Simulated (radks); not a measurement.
Results of a calculation; reference values are marked as such.
Species: Te I. Configuration: [Kr] 4d10 5s2 5p4. Code: a radial shooting solver on a logarithmic mesh with Libxc functionals. Model: Dirac Kohn-Sham, LDA (Slater exchange, Perdew-Wang correlation), spin-unpolarised, spherical densities, finite nucleus; open shells are shared between the two j in proportion to 2j + 1; Fermi nuclear charge, rms radius 4.7423 fm.

Normalised radial functions P(r) = r R(r) (large component), r in bohr:

r,4d5/2,5s1/2,5p1/2
0.002315,0.0000,0.0440,0.0026
0.003566,0.0001,0.0611,0.0049
0.005537,0.0003,0.0817,0.0093
0.008528,0.0010,0.1011,0.0179
0.01324,0.0034,0.1100,0.0341
0.0204,0.0109,0.0905,0.0613
0.03167,0.0335,0.0210,0.1006
0.04878,0.0919,-0.0926,0.1358
0.07574,0.2230,-0.1781,0.1224
0.1167,0.4305,-0.0906,0.0062
0.1812,0.5950,0.1751,-0.1705
0.279,0.3994,0.2315,-0.1656
0.4333,-0.3213,-0.1847,0.1462
0.6674,-1.0132,-0.3785,0.3150
1.036,-0.9894,0.2212,-0.0806
1.596,-0.4869,0.7745,-0.5893
2.478,-0.1163,0.6226,-0.6572
3.818,-0.0116,0.2178,-0.3657
5.928,-0.0003,0.0285,-0.0994
9.13,0.0000,0.0010,-0.0111

4d5/2: eigenvalue -41.063 eV, 1 radial node at r = 0.366 bohr, <r> = 0.979 bohr, 90 % of the charge inside 1.50 bohr. 5s1/2: eigenvalue -15.340 eV, 4 radial nodes at r = 0.0346, 0.137, 0.369, 0.914 bohr, <r> = 2.08 bohr, 90 % of the charge inside 3.06 bohr. 5p1/2: eigenvalue -6.678 eV, 3 radial nodes at r = 0.119, 0.363, 0.974 bohr, <r> = 2.57 bohr, 90 % of the charge inside 3.91 bohr.
